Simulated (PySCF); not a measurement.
H5O3PSi, SMILES O[Si](O)(O)P. Geometry: B3LYP-D3(BJ)/def2-SVP. The structure was generated by enumeration, and PubChem lists no compound with its InChIKey, so it may never have been made. Other conformers were not sampled.

The numbers are results of PySCF with B3LYP-D3(BJ)/def2-SVP, not measurements.

Harmonic wavenumbers (cm⁻¹): 93, 148, 163, 202, 231, 235, 300, 323, 363, 478, 652, 694, 781, 792, 807, 861, 949, 965, 1093, 2367, 2394, 3840, 3875, 3878. Rotational constants (GHz): 3.811, 2.165, 2.104; symmetry number 1.

Question: Work out the zero-point energy and the ideal-gas rigid-rotor harmonic-oscillator thermochemistry at 298.15 K and 1 atm.

Answer: ZPE = ½ Σ hcν = ½ × 26485 cm⁻¹ = 37.86 kcal/mol. H − E(el) = 43.78 kcal/mol. Entropy in cal/(mol K): translation 40.06, rotation 27.32, vibration 20.93, total 88.30. G − E(el) = 17.46 kcal/mol. Cp = 30.71 cal/(mol K). Modes under 150 cm⁻¹ make the vibrational entropy uncertain.
